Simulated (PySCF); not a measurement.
An unknown is described by computed data only.

Elements present: C, H, P and Si. Monoisotopic mass: 107.9980 u.

| Property | Result |
| --- | --- |
| Polarisability | 98.1 au [CAM-B3LYP/def2-SVPD] |
| UV, strongest line | among the 8 lowest singlet transitions: S3 at 6.83 eV (181 nm, f = 0.115) [TDDFT CAM-B3LYP/def2-SVPD] |
| Dipole | 1.28 D [CAM-B3LYP/def2-SVPD] |
| Rotational structure | rotational constants A, B, C: 8.582, 1.275, 1.156 GHz [GFN2-xTB] |
| NMR, other nuclei | isotropic shieldings of nuclei other than C and H, by class: 424 (1 Si), 441 (1 Si), 630 (1 P) ppm [GIAO PBE0/pcSseg-1] |
| Triplet | lowest triplet excitation (Tamm–Dancoff): 5.63 eV [TDA CAM-B3LYP/def2-SVPD] |
| UV, first state | lowest singlet excitation: 6.23 eV (199 nm, f = 0.053) [TDDFT CAM-B3LYP/def2-SVPD] |
| 1H NMR | chemical shifts (computed TMS as zero) by class: 4.08 (2 H), 3.99 (2 H), 1.03 (2 H), 0.24 (3 H) ppm [GIAO PBE0/pcSseg-1] |
| 13C NMR | chemical shifts (computed TMS as zero) by class: -8.2 (1 C) ppm [GIAO PBE0/pcSseg-1] |

Electronic properties: PySCF, gas phase, density fitting. Levels stand in brackets. One conformer (not necessarily the lowest) at the GFN2-xTB geometry, without solvent, vibrations or thermal averaging. NMR values are class means; diastereotopic atoms form classes of their own.

Question: Which formula fits the mass and the elements?

Answer: CH9PSi2 (calculated 107.9980). No other formula that holds each of these elements comes within 0.0003 u with a fitting electron parity and a possible valence count.

Question: Give a SMILES that accounts for the data.

Answer: Numbering: `[CH3:1][SiH2:2][SiH2:3][PH2:4]`. The one carbon: Si-methyl carbon [C1] (-8.2 ppm). Hydrogen classes from least to most shielded: 2 H on an SiH2 silicon, Si3 (4.08 ppm), 2 H on an SiH2 silicon, Si2 (3.99 ppm), 2 H on a three-coordinate phosphorus, P4 (1.03 ppm), 3 H on an Si-methyl carbon, C1 (0.24 ppm). The other shieldings belong to: 424 ppm, SiH2 silicon [Si2]; 441 ppm, SiH2 silicon [Si3]; 630 ppm, three-coordinate phosphorus [P4]. By its constants the optimised geometry is an asymmetric top. Structure: `C[SiH2][SiH2]P`. The assignments are read from this structure; whether some other isomer fits the data as well wasn't checked.

Shape of the structure used: `[CH3:1][SiH2:2][SiH2:3][PH2:4]`: C1–Si2–Si3–P4 -172°, H–P4–Si3–Si2 -64°, H–P4–Si3–Si2 -157°.
